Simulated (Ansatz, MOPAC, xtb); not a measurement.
Torsion F1–Ga2–Se4–H5 in F2GaHSe (SMILES [F][Ga]([F])[SeH]); at each angle all else is relaxed with GFN2-xTB, and the levels are single points there.
Geometry at 0° (charge 0, multiplicity 1):
```xyz
5

F     -1.41952     1.53625     0.18858
Ga    -0.67816    -0.06651     0.18582
F     -1.77065    -1.33931    -0.33708
Se     1.52302    -0.29959     0.83447
H      1.61126     1.12788     1.06897
```

On the grid 0° to 330°, 90° is the highest and 0° the lowest point at MP2/CBS(cc-pVTZ, cc-pVQZ) + ΔCCSD(T)/cc-pVTZ.

The state that PM6, PM7 reach isn't checked; PM7 holds dispersion and hydrogen-bond terms.

Run with Ansatz (a quantum-chemistry and plane-wave program); MOPAC for PM6, PM7 (differences of heats of formation); xtb for the GFN methods. Values without a source in brackets are computed.

Problem. One of these levels gives 14.5 kJ/mol for the energy at 90° less that at 0°. Name it.
(A) PM7
(B) GFN2-xTB
(C) PM6
(D) PBE/def2-TZVPP

Solution. C, PM6. The others give -14.9 (PM7), 9.3 (GFN2-xTB), 19.3 (PBE/def2-TZVPP)
